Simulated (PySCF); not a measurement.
Removing the step error of a finite difference

System: H₅AlGeO₃ (SMILES [OH][Al]([OH])[O][GeH3]), singlet, at a GFN2-xTB geometry (such geometries of metal compounds can be far from the true shape). Level: PySCF with PBE0/6-31G, polarisability. Sums are taken with unrounded values, so a last digit can differ.

Second differences of the energy in a field along z gave a polarisability along z of 36.635 bohr³ at step 0.005 and 36.774 bohr³ at step 0.02 (atomic units).

Q: Extrapolate to zero step.

A: The leading error of a symmetric difference goes as h², so A(h) = A0 + c h². Then c = (36.774 - (36.635))/(0.02² - 0.005²) = 371 (atomic units) and A0 = 36.635 - c × 0.005² = 36.625 bohr³. The analytic value from the same program and level is 36.625 bohr³: the smaller step missed it by 0.009, the extrapolation by 0.000.
